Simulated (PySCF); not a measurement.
A GIAO shielding run with PySCF 2.14.0 with density-fitted response routines (density fitting, non-relativistic, gas phase) on SMILES CSc1cpc(C)pc1C, C$_{7}$H$_{10}$P$_{2}$S:

```
$ OMP_NUM_THREADS=1 python probes_run.py task.json out

{"job": {"kind": "nmr", "xc": "PBE0", "basis": "pcSseg-1"}, "charge": 0, "multiplicity": 1}
C     -3.332674    -0.487894    -1.153976
S     -2.525582     0.011557     0.391267
C     -0.771349    -0.016883     0.055268
C     -0.312322    -0.373842    -1.197275
P      1.312450    -0.489526    -1.781041
C      2.283043    -0.042220    -0.410307
C      3.776227    -0.027969    -0.632507
P      1.761323     0.412348     1.185062
C      0.020601     0.341960     1.145681
C     -0.643842     0.708083     2.441000
H     -3.110383     0.222165    -1.945610
H     -4.395844    -0.466988    -0.932242
H     -3.037468    -1.496718    -1.429447
H     -1.038992    -0.631041    -1.956313
H      4.309724    -0.031522     0.317691
H      4.091777    -0.889499    -1.220075
H      4.069273     0.868826    -1.181086
H     -1.316985     1.554184     2.298359
H     -1.243819    -0.124242     2.810379
H      0.099694     0.969902     3.192136
```

Hardware: 1 thread of an Intel Xeon Platinum 8259CL, shared host. The job also computes population analyses, field gradients, ring-centre shieldings.

Problem. How large is the calculation?

Solution. 98 electrons, 241 basis functions and 1316 auxiliary functions.

Problem. How long does it take, and how much memory does it need?

Solution. 110 s of wall time, with 14 SCF cycles and 5 response iterations; peak memory 1.1 GiB. Times on a shared host scatter by some tens of per cent.
